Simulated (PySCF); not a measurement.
CrO2F2, SMILES [O]=[Cr](=[O])([F])[F], multiplicity 1. Geometry optimised at PBE0-D3(BJ)/def2-SVP. The multiplicity is an assumed one; other spin states were not compared. The isomer is the one that the SMILES or the coordinates give; other isomers of the formula were not compared.

Computed equilibrium geometry at PBE0-D3(BJ)/def2-SVP (PySCF confirms it by a frequency run) as bond lengths and angles, and its point group:
point group C2v.
Atoms: Cr1 O2 O3 F4 F5. Bonded distances (Å): Cr1–O2 1.525, Cr1–O3 1.525, Cr1–F4 1.685, Cr1–F5 1.685. Angles (°): O2–Cr1–O3 108.2, O2–Cr1–F4 109.6, O2–Cr1–F5 109.6, O3–Cr1–F4 109.6, O3–Cr1–F5 109.6, F4–Cr1–F5 110.4.
Charge 0, spin multiplicity 1.
